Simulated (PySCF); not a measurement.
Static response to an electric field

Compound: C4H11NSi.
Atom-mapped SMILES: `[CH3:1][NH:2][C@@H:3]1[CH2:4][CH2:5][SiH2:6]1` (hydrogens: H7, H8, H9 on C1; H10 on N2; H11 on C3; H12, H13 on C4; H14, H15 on C5; H16, H17 on Si6)

Geometry (GFN2-xTB, Å), atoms numbered from 1 in this order:
```
atom  x, y, z in Å
C1     2.3603    0.1900    0.2072
N2     1.1176    0.6063   -0.3992
C3     0.1023   -0.4327   -0.3671
C4    -1.1880    0.0190   -1.0791
C5    -2.0835    0.3294    0.1358
Si6   -0.8123   -0.4529    1.3272
H7     2.1771   -0.0306    1.2598
H8     2.7931   -0.7114   -0.2570
H9     3.0835    1.0014    0.1387
H10    1.2872    0.8897   -1.3623
H11    0.4928   -1.3846   -0.7676
H12   -1.6025   -0.7855   -1.6860
H13   -1.0231    0.8832   -1.7228
H14   -3.0708   -0.1227    0.0739
H15   -2.2235    1.3990    0.2737
H16   -0.2605    0.3972    2.3771
H17   -1.1567   -1.7828    1.8378
```

Level: wB97X-D/def2-SVPD (PySCF), static field, nuclei fixed, core orbitals frozen in the response. The polarisability tensor in these axes (au):

```
x   88.20  0.50 -0.03
y    0.50 73.02 -3.75
z   -0.03 -3.75 83.70
```

Give the principal values, the mean and the anisotropy Δα = √{½[(α1 − α2)² + (α2 − α3)² + (α1 − α3)²]}.

Principal values 71.82, 84.88 and 88.22 au; mean 81.64 au = 12.10 Å³ = 13.46 × 10⁻⁴⁰ C²·m²/J; Δα = 15.01 au (18 % of the mean).

What is the dipole moment, and where does it point?

(0.34, -0.42, -0.80) D, 0.96 D in size, pointing from the negative to the positive side. Measured along this direction, the outermost atoms are H16 at the negative end and H8 and H11 at the positive end.

What are the principal values of the traceless quadrupole moment, Θ = ½Σq(3rr − r²1), about the centre of nuclear charge?

-3.36, 0.37, 2.99 D·Å. The values depend on the origin, since the dipole doesn't vanish. The electronic extent ⟨r²⟩ about the same centre is 810 bohr², a root-mean-square distance of 2.01 Å for the 56 electrons.

Along which axes do the principal values lie, and how far do the nuclei extend along each?

Largest value along (1.00, 0.04, -0.04), where the nuclei span 6.19 Å; middle along (0.05, -0.30, 0.95), 4.18 Å; least along (-0.03, 0.95, 0.30), 3.04 Å. The response follows the extents in order.

What molar refraction does this α imply?

Lorentz–Lorenz: R = (4π/3)N_A α = 2.5225 cm³/(mol·Å³) × 12.10 Å³ = 30.5 cm³/mol, in the limit of long wavelengths.

Rayleigh depolarisation ratio (linearly polarised light, static tensor)?

ρ = 3Δα²/(45ᾱ² + 4Δα²) = 675.8/(299928 + 901.0) = 0.00225.

One conformer (not necessarily the lowest) at the GFN2-xTB geometry, without solvent, vibrations or thermal averaging.
